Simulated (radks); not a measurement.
Question: All-electron calculation, scalar-relativistic Kohn-Sham, LDA (Slater exchange, Perdew-Wang correlation), spin-polarised, spherical densities, finite nucleus; open shells are filled with parallel spins first (spin-orbit coupling, left out, can overturn this in heavy ions); Fermi nuclear charge, rms radius of each element as measured or else 0.836 A^(1/3) + 0.57 fm. Program: a radial shooting solver on a logarithmic mesh with Libxc functionals. Response by self-consistent Sternheimer equations with the Hartree and adiabatic LDA kernel, the relativistic mass of each level held fixed and spin-orbit coupling left out. Rank Xe6+, Xe4+, Xe, Xe+, Xe2+, Xe3+, Xe5+ (NIST ground configurations) by static dipole polarisability, largest first.

Answer: Xe 28.73, Xe+ 18.20, Xe2+ 12.70, Xe3+ 9.331, Xe4+ 7.178, Xe5+ 5.636, Xe6+ 4.502 bohr^3.
